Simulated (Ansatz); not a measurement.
One change: `BC([SiH3])[SiH2]F` becomes `BC[SiH2]F`.

Ansatz, PBE0-D4/def2-TZVP geometries, multiplicity 1. Each molecule was computed in one conformer, which needn't be the lowest.

```tsv
property	`BC([SiH3])[SiH2]F`
LUMO energy (PBE0/def2-TZVPP) / eV	-1.57
HOMO–LUMO gap (PBE/def2-TZVPP) / eV	4.94
HOMO energy (PBE/def2-TZVPP) / eV	-7.48
HOMO–LUMO gap (ωB97M-V/def2-TZVPP) / eV	11.33
ideal-gas entropy at 298 K and 1 bar (rigid rotor, harmonic PBE0-D4/def2-TZVP) / J/(mol·K)	375
HOMO–LUMO gap (B3LYP/def2-TZVPP) / eV	6.83
```

(1) What does the change do to each property? (Best estimate.)

Results:

(1) Ansatz gave: 
```csv
property,`BC[SiH2]F`,shift
LUMO energy (PBE0/def2-TZVPP) / eV,-1.68,-0.11
HOMO–LUMO gap (PBE/def2-TZVPP) / eV,5.19,0.25
HOMO energy (PBE/def2-TZVPP) / eV,-7.84,-0.36
HOMO–LUMO gap (ωB97M-V/def2-TZVPP) / eV,11.73,0.40
"ideal-gas entropy at 298 K and 1 bar (rigid rotor, harmonic PBE0-D4/def2-TZVP) / J/(mol·K)",323,-52
HOMO–LUMO gap (B3LYP/def2-TZVPP) / eV,7.13,0.30
```

With PBE0 the HOMO falls by 0.48 eV and the LUMO falls by 0.11 eV, so the gap widens by about 0.37 eV. PBE moves the HOMO by -0.36 eV and ωB97M-V by -0.49 eV. The zero-point energy changes by -41.6 kJ/mol with -9 modes.

B3LYP here is the variant with VWN-RPA as its local correlation; programs differ in this.
